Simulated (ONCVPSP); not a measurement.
## B: excitation energies, all-electron against ONCV

| Property | Result |
| --- | --- |
| Element | B (Z = 5) |
| Generator | ONCVPSP 4.0.1 |
| Type | optimised norm-conserving Vanderbilt (ONCV) |
| Functional | PBE |
| Relativity | scalar-relativistic |
| Frozen core | [He] |
| Valence charge | 3 |
| Reference configuration | 2s1.75 2p1.25 |
| Partial waves | 2s: rc 1.40 bohr, ncon 3, nbas 6, qcut 3.7 1/bohr, 2 projectors, debl 2.7 Ha; 2p: rc 2.00 bohr, ncon 4, nbas 7, qcut 3.4 1/bohr, 1 projector |
| Local potential | polynomial inside 1.25 bohr (lpopt 2, dvloc0 0 Ha) |
| Core correction | Teter function fitted to the true core (icmod 2), fcfact 0.4 |

Energies are relative to the spin-unpolarised reference configuration 2s1.75 2p1.25; without spin polarisation the order of configurations can differ from experiment.

```
valence configuration  charge  ΔE all-electron (eV)  error AE − PS (meV)
              2s1 2p0      +2                32.182                 +201
              2s0 2p3       0                10.261                  -10
```

Q: What are ΔE and the potential's error for 2s2 2p1?

A: ΔE = -1.460 eV all-electron; the error (AE − PS) is -0.6 meV.

Q: What are ΔE and the potential's error for 2s2 2p0?

A: ΔE = 6.759 eV all-electron; the error (AE − PS) is +61 meV.

Levels in the configuration 2s0 2p3:

```csv
level,all-electron (eV),pseudo (eV)
2p,-4.442,-4.470
```
